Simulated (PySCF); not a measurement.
Deuteron quadrupole couplings in `C#C[C@H]([SiH2][SiH3])C(=O)O`

C₄H₈O₂Si₂.
Cartesian coordinates in Å at the GFN2-xTB level; atoms count from 1:
```xyz
16
C4H8O2Si2 angstrom
C     -0.503    1.015    2.546
C     -0.739    0.332    1.591
C     -0.995   -0.487    0.435
Si     0.672   -1.356   -0.065
Si     2.111    0.337   -0.711
C     -1.332    0.352   -0.739
O     -0.601    1.186   -1.224
O     -2.520    0.054   -1.282
H     -0.318    1.610    3.389
H     -1.805   -1.189    0.640
H      0.983   -2.166    1.121
H      0.258   -2.325   -1.096
H      1.970    1.542    0.101
H      3.487   -0.155   -0.518
H      2.004    0.658   -2.133
H     -2.681    0.600   -2.068
```

Level: PBE0/pcSseg-1 (PySCF, non-relativistic); Q(2H) = 0.00286 b; rigid geometry, the same for H and D, with no vibrational averaging.

Question: Rank these positions by the coupling χzz of a deuteron there, largest first.
A. H10 (methine hydrogen)
B. H11 (Si–H hydrogen)
C. H16 (acid proton)
D. H9 (alkyne hydrogen)
E. H13 (Si–H hydrogen)

Answer: C (291 kHz), D (267 kHz), A (204 kHz), E (113 kHz), B (107 kHz).

Q: Tabulate Vzz, the asymmetry η and χzz = 234.96 MHz × Q × Vzz for every hydrogen position.

A: 
```csv
atom,bonded to,bond length (Å),Vzz (au),η,χzz (kHz)
H9,C1,1.049,0.3973,0.01,267
H10,C3,1.091,0.3034,0.06,204
H11,Si4,1.470,0.1591,0.03,107
H12,Si4,1.474,0.1560,0.03,105
H13,Si5,1.460,0.1679,0.02,113
H14,Si5,1.474,0.1566,0.01,105
H15,Si5,1.462,0.1664,0.03,112
H16,O8,0.970,0.4323,0.09,291
```

Q: Average by the element that carries the hydrogen.

A: on C: 235 kHz over 2 positions, mean bond length 1.070 Å; on Si: 108 kHz over 5 positions, mean bond length 1.468 Å; on O: 291 kHz over 1 position, mean bond length 0.970 Å.

Q: A static deuteron (I = 1) shows a doublet split by (3/2)χ, (3/4)χ(1 + η) and (3/4)χ(1 − η) with the field along z, y and x of the gradient. What are these for H10?

A: With |χ| = 203.9 kHz and η = 0.060: 306, 162 and 144 kHz, to first order and without motion.

Isolated species at its GFN2-xTB geometry (one conformer only). GFN2-xTB bond lengths can be off by several hundredths of an ångström, more for odd bonds, and the gradients follow them. The basis is small and wasn't made for field gradients, so the couplings can be 20 % off.

These values come from a run that also computed NMR shieldings. The run took 57 s on one thread of an Arm Neoverse N1, no GPU (shared host), and the process peaked at 0.78 GiB of memory.
